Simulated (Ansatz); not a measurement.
Geometry optimisation, Ansatz, RKS PBE-D4/6-31G*.

The input (input.yaml):

```yaml
crystal:
  periodic: [false, false, false]
  atoms:
    - { symbol: C, position_ang: [0.713, -2.4023, -0.9798] }
    - { symbol: Si, position_ang: [1.7329, -0.8585, -0.9415] }
    - { symbol: Si, position_ang: [0.4133, 1.0403, -0.6806] }
    - { symbol: C, position_ang: [-0.3676, 0.9388, 0.975] }
    - { symbol: "N", position_ang: [-1.0807, 2.1629, 1.3094] }
    - { symbol: "N", position_ang: [-1.5235, -0.0062, 0.9513] }
    - { symbol: H, position_ang: [-0.0475, -2.2939, -1.7929] }
    - { symbol: H, position_ang: [1.3016, -3.2406, -1.1688] }
    - { symbol: H, position_ang: [0.1273, -2.4804, -0.0087] }
    - { symbol: H, position_ang: [2.5116, -0.7564, -2.1863] }
    - { symbol: H, position_ang: [2.7118, -0.9718, 0.1906] }
    - { symbol: H, position_ang: [1.3486, 2.248, -0.7113] }
    - { symbol: H, position_ang: [-0.5963, 1.1901, -1.7936] }
    - { symbol: H, position_ang: [0.2505, 0.6697, 1.7772] }
    - { symbol: H, position_ang: [-0.63199, 2.6323, 2.11801] }
    - { symbol: H, position_ang: [-1.14346, 2.84852, 0.58344] }
    - { symbol: H, position_ang: [-1.9347, -0.0551, 1.8746] }
    - { symbol: H, position_ang: [-2.2655, 0.3084, 0.3329] }
basis:
  gaussian: { orbitals: "6-31G*" }
hamiltonian:
  xc: pbe
  dispersion: d4
relax:
  f_tol: 0.015
  max_steps: 40
```

Run as:

```bash
$ ansatz run input.yaml --threads 2 --pin off --max-ram 3072MiB --backend cpu --events-out ev --progress --plain --runs-dir out
```

Where does it end, and by what steps?

The forces met the threshold. After 11 steps the energy has fallen by 0.930 eV; H15 moved furthest, 0.63 Å.

| step | energy less start (eV) | largest force component (eV/Å) | accepted |
| --- | --- | --- | --- |
| 0 | 0.0000 | 4.675 | yes |
| 1 | -0.7616 | 0.948 | yes |
| 2 | -0.8446 | 0.561 | yes |
| 3 | -0.8832 | 0.270 | yes |
| 4 | -0.8952 | 0.740 | yes |
| 5 | -0.9235 | 0.085 | yes |
| 6 | -0.9242 | 0.175 | yes |
| 7 | -0.9285 | 0.047 | yes |
| 8 | -0.9291 | 0.068 | yes |
| 9 | -0.9299 | 0.047 | yes |
| 10 | -0.9302 | 0.022 | yes |
| 11 | -0.9304 | 0.010 | yes |

```xyz
18
Properties=species:S:1:pos:R:3
C 0.559 -2.374 -1.070
Si 1.759 -0.908 -0.967
Si 0.578 1.081 -0.553
C -0.430 1.032 1.097
N -1.182 2.271 1.408
N -1.285 -0.156 1.070
H -0.068 -2.303 -1.974
H 1.098 -3.335 -1.097
H -0.103 -2.350 -0.188
H 2.582 -0.789 -2.224
H 2.732 -1.109 0.165
H 1.467 2.297 -0.526
H -0.447 1.335 -1.637
H 0.289 0.894 1.927
H -0.527 3.028 1.644
H -1.687 2.589 0.569
H -1.870 -0.147 1.918
H -1.944 -0.083 0.284
```

Time of the run: 42 s on 2 threads of Arm Neoverse V2, on a shared host, peak memory 0.18 GiB.
